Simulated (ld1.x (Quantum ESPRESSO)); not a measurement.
An all-electron radial function and its pseudo partner (Al (Z = 13))

Columns: radius, all-electron u(r) and pseudo u(r) of the 3s shell (level -7.75 eV) of aluminium in the configuration [Ne] 3s2 3p1; PBE, scalar-relativistic, TM scheme, ld1.x (Quantum ESPRESSO) 7.5.

```
r (bohr)  all-electron  pseudo
   0.110        0.1027  0.0243
   0.220       -0.1184  0.0492
   0.330       -0.2632  0.0757
   0.440       -0.2941  0.1045
   0.550       -0.2438  0.1363
   0.660       -0.1480  0.1719
   0.770       -0.0322  0.2120
   0.880        0.0871  0.2569
   0.990        0.2006  0.3065
   1.100        0.3030  0.3601
   1.210        0.3919  0.4160
   1.320        0.4669  0.4719
   1.430        0.5284  0.5251
   1.540        0.5775  0.5724
   1.650        0.6155  0.6117
   1.760        0.6432  0.6412
   1.870        0.6617  0.6610
   1.980        0.6719  0.6718
   2.090        0.6750  0.6750
   2.200        0.6719  0.6719
   2.310        0.6636  0.6636
   2.420        0.6511  0.6511
   2.530        0.6351  0.6351
   2.640        0.6163  0.6163
   2.750        0.5954  0.5954
   2.860        0.5729  0.5729
```

**Question.** How many radial nodes do the two functions have?

**Answer.** The all-electron 3s function has n − l − 1 = 2; the pseudo-wave has 0, since the states of the same l below it are removed with the core.

**Question.** At about which radius was the pseudo-wave matched?

**Answer.** 2.20 bohr. The columns agree to 0.0005 from 1.98 bohr on; several derivatives are matched, so the curves merge somewhat inside the radius.

**Question.** Is the pseudo-wave norm-conserving?

**Answer.** Yes: the TM scheme keeps the norm inside the radius equal to the all-electron one, which fixes the energy derivative of the logarithmic derivative at the level.
